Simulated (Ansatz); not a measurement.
A nudged elastic band was laid between two geometries of CH$_{6}$FOPSi (11 atoms, charge 0, multiplicity 1).

Level of theory: RKS B3LYP-D4/def2-SVP in Ansatz.

```
movable images  : 7
climbing image  : yes
spring          : 5.0 eV/Å²
optimiser       : quadratic models (default)
start path      : IDPP
force threshold : 0.05 eV/Å
iteration limit : 60
end points      : relaxed
```

Image 0:

```xyz
11
Properties=species:S:1:pos:R:3
F -2.359 1.411 0.814
C -1.724 0.743 -0.188
O -0.482 0.345 0.271
Si 0.692 -0.531 -0.544
P 2.471 -0.882 0.800
H -1.630 1.430 -1.054
H -2.348 -0.130 -0.468
H 1.134 0.219 -1.758
H 0.133 -1.848 -0.975
H 1.658 -1.296 1.900
H 2.521 0.482 1.222
```

Image 8:

```xyz
11
Properties=species:S:1:pos:R:3
F -1.296 1.253 0.729
C -1.406 1.026 -0.632
O -0.214 0.578 -1.143
Si 0.681 -0.696 -0.488
P 1.746 -0.011 1.394
H -1.667 1.981 -1.119
H -2.219 0.285 -0.767
H 1.696 -1.029 -1.520
H -0.238 -1.855 -0.269
H 2.349 -1.297 1.591
H 0.635 -0.292 2.245
```

(1) Which bonds break or form, and what moves?

(2) Give the energies along the band, and the barrier.

Results:

(1) No bond is made or broken. The dihedral O3–Si4–P5–H10 goes from 47 to -179°.

(2) The forces met the threshold. The highest image is number 0 of 0 to 8, 0.000 eV above the first end and 0.136 eV above the last; the last end lies 0.136 eV below the first. The highest image is an end point: on this band no image between the ends rises above it. Inner images lie up to 0.028 eV below the lower end, so the ends aren't the lowest states on this path. Between wells the path still climbs a hump at image 6, 0.09 eV above the well before it.

```csv
image,path coordinate (Å),energy (eV),dihedral O3–Si4–P5–H10 (°)
0,0.00,0.000,47
1,0.11,0.000,47
2,1.04,-0.031,50
3,1.96,-0.115,50
4,2.88,-0.164,53
5,3.81,-0.113,83
6,4.73,-0.074,117
7,5.66,-0.111,150
8,6.58,-0.136,-179
```

The run took 8.3 min on 2 threads of Arm Neoverse V1 (shared host), peak memory 0.24 GiB.
